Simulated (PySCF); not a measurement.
Geometry (Å), atoms numbered from 1 in this order:
```xyz
20

C    -3.8583   -0.1706   -0.1080
O    -2.5501   -0.5627   -0.3642
Si   -1.2094    0.2684    0.0996
C    -0.0027   -0.9572   -0.7432
C     1.4221   -0.7597   -0.2926
C     2.2803   -1.7076   -0.5582
O     2.9860   -2.5943   -0.8045
C     1.7455    0.4656    0.3987
C     3.1914    0.7192    0.7361
O     0.8701    1.2648    0.6767
H    -4.5283   -0.9697   -0.4272
H    -4.0065    0.0220    0.9577
H    -4.1016    0.7437   -0.6559
H    -1.2861    1.5846   -0.5307
H    -1.2136    0.2554    1.5620
H    -0.0616   -0.8160   -1.8234
H    -0.3260   -1.9773   -0.5435
H     3.6847    1.1484   -0.1356
H     3.2552    1.4358    1.5511
H     3.7040   -0.2014    1.0022
```

[PySCF 2.14.0 with density-fitted response routines: PBE0/pcSseg-1 with gauge-including orbitals; geometry: GFN2-xTB; non-relativistic; no solvent model; fast rotation and ring inversion assumed for equivalent nuclei; a single conformation]

Chemical shifts δ = σref − σ; ¹³C (σ = 186.93 ppm), ¹H (σ = 31.72 ppm), ²⁹Si (σ = 349.16 ppm) against TMS; ¹⁷O (σ = 336.08 ppm) against H2O, all at this level.

```
      atoms  nucleus  count  Hirshfeld charge  δ (ppm)
         C6      ¹³C      1              0.23        ?
H11/H12/H13       ¹H      3              0.04     3.73
        O10      ¹⁷O      1             -0.17    566.1
         C5      ¹³C      1             -0.07     46.8
         O2      ¹⁷O      1             -0.24        ?
    H16/H17       ¹H      2              0.04     1.80
         C8      ¹³C      1              0.16        ?
H18/H19/H20       ¹H      3              0.06     2.24
         C4      ¹³C      1             -0.15     11.4
    H14/H15       ¹H      2             -0.10     5.06
         C9      ¹³C      1             -0.12     30.3
        Si3     ²⁹Si      1              0.35    -32.7
         C1      ¹³C      1             -0.04        ?
         O7      ¹⁷O      1             -0.12    404.0
```

Q: Complete the table.

A: 
- C6: 203.6 ppm, central carbon of a ketene
- C8: 198.7 ppm, ketone carbonyl carbon; the double bond to the heteroatom, with no lone-pair donor beside it, deshields it most
- C1: 53.2 ppm, methyl carbon bonded to O; the inductive effect lowers its shielding
- O2: 26.8 ppm, oxygen bonded to C, Si

Shifts are as computed. Against solution values, carbons near 30 ppm lie about +3 ppm off and those near 130 ppm about +5 ppm. Of 1309 compounds with measured shifts, 239 miss one by over three times the rms of a fit or turn the order of signals round; such compounds aren't used in these exercises. Unscaled 17O shifts of doubly bonded oxygen tend to come out too high, by tens of ppm or more. Experimental scales use liquid or dissolved standards, which lie at an offset from isolated H2O (liquid H2O: subtract about 36 ppm).
